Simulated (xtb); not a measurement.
xtb input:

```bash
xtb mol.xyz --gfnff --opt tight --chrg 0 --uhf 0
```
mol.xyz:
```
5

Si     0.00447825     0.44722389     0.03708962
F      1.27462254    -0.50979642     0.10003501
F     -1.28434259    -0.46090360    -0.18053807
H     -0.12390715     1.13730127     1.32828116
H      0.14869209     1.33786439    -1.12300826
```

Predict the final energy.

-0.42593 Eh (GFN-FF).
